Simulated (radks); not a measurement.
All-electron atom: Xe2+ in [Kr] 4d10 5s2 5p4. Method: scalar-relativistic Kohn-Sham, LDA (Slater exchange, VWN5 correlation), spin-polarised, spherical densities, finite nucleus; open shells are filled with parallel spins first (spin-orbit coupling, left out, can overturn this in heavy ions); Fermi nuclear charge, rms radius 4.7859 fm; hard spherical wall at 3.5 bohr; computed with a radial shooting solver on a logarithmic mesh with Libxc functionals. Some entries of the table are withheld. Estimate them.

| orbital | occ. | eigenvalue (eV) | <r> (bohr) |
|---|---|---|---|
| 1s up | 1 | -34348.59 | 0.02668 |
| 1s down | 1 | -34348.47 | 0.02668 |
| 2s up | 1 | -5360.252 | 0.1147 |
| 2s down | 1 | -5360.185 | 0.1147 |
| 2p up | 3 | -4814.282 | 0.1003 |
| 2p down | 3 | -4814.185 | 0.1003 |
| 3s up | 1 | -1108.654 | 0.3069 |
| 3s down | 1 | -1108.548 | 0.3069 |
| 3p up | 3 | -932.2661 | 0.3048 |
| 3p down | 3 | -932.1500 | 0.3047 |
| 3d up | 5 | -669.8358 | 0.2811 |
| 3d down | 5 | -669.7263 | 0.2811 |
| 4s up | 1 | -213.2117 | 0.7174 |
| 4s down | 1 | -212.9835 | 0.7172 |
| 4p up | 3 | -157.3039 | 0.7661 |
| 4p down | 3 | -157.0530 | 0.7655 |
| 4d up | 5 | -75.8596 | 0.8803 |
| 4d down | 5 | -75.4918 | 0.8773 |
| 5s up | 1 | -35.9564 | 1.711 |
| 5s down | 1 | -34.4530 | 1.707 |
| 5p up | 3 | (1) | 1.861 |
| 5p down | 1 | (2) | 1.861 |
| 5d up | 0 | -1.0372 | (3) |
| 5d down | 0 | 0.4599 | (4) |
| 4f up | 0 | 1.1868 | (5) |
| 4f down | 0 | 2.2731 | (6) |
| 6s up | 0 | 18.8292 | 2.151 |
| 6s down | 0 | 19.8951 | 2.154 |

Answer. 
(1) 5p up eigenvalue (eV): -22.0906
(2) 5p down eigenvalue (eV): -20.5293
(3) 5d up <r> (bohr): 2.059
(4) 5d down <r> (bohr): 2.064
(5) 4f up <r> (bohr): 1.515
(6) 4f down <r> (bohr): 1.492
